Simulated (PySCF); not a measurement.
CH4O4, SMILES OC(O)(O)O. Atoms are numbered in the order given.

```xyz
9

O      0.4160    -1.0977    -0.7546
C      0.0000     0.0000     0.0000
O     -1.0977    -0.4160     0.7546
O      1.0977     0.4160     0.7546
O     -0.4160     1.0977    -0.7546
H     -0.3999    -1.5292    -1.0734
H     -1.5292     0.3999     1.0734
H      1.5292    -0.3999     1.0734
H      0.3999     1.5292    -1.0734
```

Coordinates come from a PBE-D3(BJ)/def2-SVP optimisation. Other conformers were not sampled.

These are PySCF 2.14.0 with PBE-D3(BJ)/def2-SVP values and carry that method's errors.

Harmonic, unscaled wavenumbers; measured fundamentals usually lie a few per cent lower.

Modes within 1.5 cm⁻¹ of each other (mostly degenerate sets) share a row, with their intensities summed.

Task: List the normal modes with their intensities. (The exact figures need the calculation; the answer reports its results.)

Result: 
| mode | ν (cm⁻¹) | IR (km/mol) | moving atoms (share of kinetic energy) |
|---|---|---|---|
| 1 | 247 | 0.0 | H 88 %, O 12 % |
| 2–4 | 337 | 327.5 | H 70 %, O 29 % |
| 5 | 452 | 0.0 | O 87 %, H 13 % |
| 6 | 491 | 26.7 | O 57 %, H 42 % |
| 7–8 | 580 | 56.3 | O 72 %, H 19 %, C 10 % |
| 9 | 605 | 55.1 | O 88 % |
| 10 | 869 | 0.0 | O 95 % |
| 11–12 | 1004 | 444.6 | H 36 %, O 33 %, C 31 % |
| 13 | 1132 | 427.5 | C 42 %, O 32 %, H 27 % |
| 14 | 1183 | 0.0 | H 90 %, O 10 % |
| 15 | 1262 | 4.3 | H 55 %, C 35 %, O 10 % |
| 16–17 | 1389 | 554.5 | H 45 %, C 43 %, O 11 % |
| 18–20 | 3703 | 157.2 | H 94 % |
| 21 | 3709 | 24.5 | H 94 % |
